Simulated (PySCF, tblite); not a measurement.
Isomers of C6H7ClO2S2, one GFN2-xTB conformer each. Single-point energies are computed at PBE0/pcSseg-1 (PySCF, gas phase, no added dispersion term), electronic only.

**Question.** Rank them by PBE0/pcSseg-1 energy, lowest first (kJ/mol).
A. `[CH3:1][c:2]1[cH:3][c:4]([S:5](=[O:6])(=[O:7])[Cl:8])[s:9][c:10]1[CH3:11]` with C3–C4–S5–O6 157°
B. `[CH3:1][c:2]1[cH:3][s:4][c:5]([S:6](=[O:7])(=[O:8])[Cl:9])[c:10]1[CH3:11]` with S4–C5–S6–O7 -145°

**Answer.** B (0.0), A (0.4).

Neighbours under 10 kJ/mol apart (Cc1csc(S(=O)(=O)Cl)c1C and Cc1cc(S(=O)(=O)Cl)sc1C) can change places with a better method, another conformer or zero-point energy. GFN2-xTB itself gives, in the same order: 0.0, 11.9. Both levels put the same isomer lowest.

**Question.** Which frontier levels, dipoles and rotational constants go with these structures?

**Answer.** 
| SMILES | HOMO (eV, PBE0/pcSseg-1) | LUMO (eV) | dipole (D) | A, B, C (MHz) |
| --- | --- | --- | --- | --- |
| Cc1csc(S(=O)(=O)Cl)c1C | -7.67 | -2.00 | 5.80 | 1252, 577.9, 482.7 |
| Cc1cc(S(=O)(=O)Cl)sc1C | -7.41 | -2.01 | 6.56 | 1457, 466.1, 427.0 |

**Question.** What happens when harmonic zero-point energies from GFN2-xTB frequencies are added?

**Answer.** 
```csv
SMILES,ZPE (kJ/mol),electronic (kJ/mol),with ZPE (kJ/mol)
Cc1csc(S(=O)(=O)Cl)c1C,316.9,0.0,0.7
Cc1cc(S(=O)(=O)Cl)sc1C,315.8,0.4,0.0
```

The zero-point energies span 1.1 kJ/mol. Cc1cc(S(=O)(=O)Cl)sc1C becomes the lowest.

**Question.** As an exercise, what shares would exp(−E/RT) give at 1000 K from these electronic energies alone (no entropy, no degeneracies)?

**Answer.** RT = 8.314 kJ/mol: Cc1csc(S(=O)(=O)Cl)c1C 51.1 %, Cc1cc(S(=O)(=O)Cl)sc1C 48.9 %.
